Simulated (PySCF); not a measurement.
C8H12Si, SMILES C([SiH2]c1ccccc1)C at its GFN2-xTB optimised geometry (Å):

```
21

C     -2.5295    -1.3201    -2.6343
C     -1.7684    -2.4055    -1.8800
Si    -1.4452    -1.9549    -0.0547
C     -0.4683    -0.3388     0.0000
C      0.9237    -0.3388     0.0000
C      1.6416     0.8434    -0.0016
C      0.9757     2.0576    -0.0047
C     -0.4088     2.0792    -0.0032
C     -1.1186     0.8921     0.0000
H     -3.5024    -1.1464    -2.1793
H     -2.6879    -1.6057    -3.6734
H     -1.9754    -0.3836    -2.6200
H     -2.3305    -3.3393    -1.9332
H     -0.8185    -2.5880    -2.3866
H     -0.6668    -3.0238     0.5834
H     -2.7223    -1.7713     0.6474
H      1.4520    -1.2822     0.0035
H      2.7223     0.8202    -0.0007
H      1.5334     2.9831    -0.0069
H     -0.9344     3.0238    -0.0045
H     -2.1995     0.9193     0.0040
```

Computed with PBE/def2-SVP (PySCF). Cells within 0.4 Å of a nucleus heavier than hydrogen are left out (blank, or x).

Map of the electron localisation function on the plane z = 0.0 Å:

```
|000000000000000000000000000|
|000000000000000000000000000|
|000000000000000000000000000|
|000000000588200058610000000|
|000000004999800399970000000|
|000000006999910799991000000|
|000000002999942899970000000|
|000000000499567499810000000|
|000000000042x48xx5100000000|
|000004887368x67x68347730000|
|000008999826832783799991000|
|0000089999xx5004xx799993000|
|000001899748833783799991000|
|000000012267x77x77358850000|
|00000000016xx67xx5100000000|
|000013542499666699700000000|
|000049995018832899950000000|
|000179991xx0410899980000000|
|000169990xx0410199950000000|
|000035762006970003300000000|
|000001122389995000000000000|
|000000001389997000000000000|
|000000000169996000000000000|
|000000000025761000000000000|
|000000000001100000000000000|
|000000000000000000000000000|
|000000000000000000000000000|
```
Scale: ten equal steps from 0.000 (start of '0') to 0.999 (end of '9'), in the order '0123456789'; x runs from -5.50 to 5.50, y from -5.50 (bottom) to 5.50 (top).
